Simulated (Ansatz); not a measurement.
`OC([SiH3])[TeH]` + `N#CO` → `N#CO[SiH3]` + `OC[TeH]`  (ligand exchange at the Si–C bond)

Computed with Ansatz on PBE0-D4/def2-TZVP structures; ΔE is electronic, products minus reactants. CCSD(T)/CBS adds triple-zeta CCSD(T) − MP2 to the extrapolated MP2 energy (def2 sets, frozen cores). This one scheme is used for every species. DFT in def2-TZVPP. Elements past krypton have def2 core potentials. For Te outer-core shells are correlated without core-valence functions, which leaves a few kJ/mol of doubt a bond. Each species was taken in one conformer, which may not be the lowest.

CCSD(T)/CBS gives -1.04 eV.

Question: Another level gave -1.06 eV. Which?
A. PBE0/def2-TZVPP
B. PBE0-D4/def2-TZVPP
C. ωB97X-V/def2-TZVPP
D. SCS-MP2/def2-TZVPP

Answer: C. ωB97X-V -1.06, PBE0-D4 -0.97, SCS-MP2/def2-TZVPP -1.13, PBE0 -1.01 eV.

Largest T1 diagnostic among the species: 0.014.

In def2-TZVPP, CCSD(T) changes the Hartree–Fock value by +0.29 eV (the triples alone add +0.04 eV) and MP2 by +0.27 eV. From PBE to PBE0 (25 % exact exchange), in def2-TZVPP and without D4, ΔE moves by −0.05 eV. The D4 term adds +0.08 eV with B3LYP and +0.04 eV with PBE0; it sums over pairs of atoms, weighted by their polarisabilities, and B3LYP, whose exchange is more repulsive, gets the larger term.

B3LYP here is the variant with VWN-RPA as its local correlation; programs differ in this.
